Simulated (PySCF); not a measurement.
dichloro(silylmethyl)silane (CH₆Cl₂Si₂), SMILES [SiH3]C[SiH](Cl)Cl.

Geometry optimised at PBE0-D3(BJ)/def2-SVP. A frequency run showed that this geometry is not a minimum. Other conformers were not sampled.

Calculation: TDDFT-PBE/def2-SVPD run with PySCF 2.14.0.

Vertical excitations. The molecule is in vacuum.

Q: List the lowest excited states. (An estimate is asked for; the answer gives what the named calculation found.)

A: 
| state | energy (eV) | λ (nm) | f | main pairs |
|---|---|---|---|---|
| S1 | 6.80 | 182 | 0.003 | HOMO→LUMO 99 % |
| S2 | 7.05 | 176 | 0.000 | HOMO→LUMO+1 97 % |
| S3 | 7.15 | 173 | 0.023 | HOMO→LUMO+2 96 % |
| S4 | 7.25 | 171 | 0.002 | HOMO−2→LUMO 97 % |
| S5 | 7.28 | 170 | 0.040 | HOMO−1→LUMO 86 % |
| S6 | 7.33 | 169 | 0.001 | HOMO−3→LUMO 85 % |
| S7 | 7.40 | 168 | 0.002 | HOMO−1→LUMO+2 95 % |
| S8 | 7.43 | 167 | 0.016 | HOMO−1→LUMO+1 80 % |
| S9 | 7.47 | 166 | 0.012 | HOMO−2→LUMO+1 51 %, HOMO→LUMO+3 42 % |
| S10 | 7.54 | 164 | 0.020 | HOMO−2→LUMO+1 43 %, HOMO→LUMO+3 33 %, HOMO−5→LUMO 16 % |
| T1 | 6.55 | 189 | 0 | HOMO→LUMO 99 % |
| T2 | 6.79 | 183 | 0 | HOMO→LUMO+1 93 % |
| T3 | 6.82 | 182 | 0 | HOMO−1→LUMO 95 % |
| T4 | 6.95 | 179 | 0 | HOMO→LUMO+2 96 % |
Triplets are in the Tamm–Dancoff approximation, which puts them higher than full response would, so one can lie above its singlet here.
